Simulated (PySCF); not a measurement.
Interval between two levels of Sc by level of theory

Sc [Ar] 3d1 4s2 [2D5/2, M_J = 5/2] → Sc [Ar] 3d3 [4F9/2, M_J = 9/2], as a difference of total energies. All numbers are calculated (PySCF 2.14, the two-component X2C-1e Hamiltonian, in x2c-TZVPall-2c (6s7p4d1f, 54 functions)). Correlated levels: [Ne] frozen. "Screened" scales the spin-orbit matrix elements by Boettger's factors to mimic the two-electron term; Breit and QED terms are absent.

```csv
method,interval between two levels (cm⁻¹)
GHF (spin-free),37565
GMP2 (spin-free),36738
GHF (screened spin-orbit),37538
GMP2 (screened spin-orbit),36743
```

The labels give the starting determinants; with spin-orbit coupling the two ends relaxed to ⟨J²⟩ = 8.80, ⟨L²⟩ = 6.04, ⟨S²⟩ = 0.76 and ⟨J²⟩ = 25.00, ⟨L²⟩ = 12.25, ⟨S²⟩ = 3.75.
